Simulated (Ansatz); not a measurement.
Ansatz results at the PBE0-D4/def2-TZVP geometry: zero-point energy (PBE0-D4/def2-TZVP) 122.5 kJ/mol; size of the dipole moment (B3LYP/def2-TZVPP) 2.00 D; size of the dipole moment (PBE/def2-TZVPP) 2.16 D.

Problem. Which molecule gave them?
A. `[CH3][GeH][OH]`•
B. `C#CC[O]`•
C. `C=CC[NH]`•
D. `C[B][SiH3]`•

Solution. B. The others give `C[B][SiH3]`•: 162.8, 1.53, 1.57; `[CH3][GeH][OH]`•: 149.3, 0.87, 0.70; `C=CC[NH]`•: 217.2, 1.85, 1.84.

B3LYP here is the variant with VWN-RPA as its local correlation; programs differ in this.
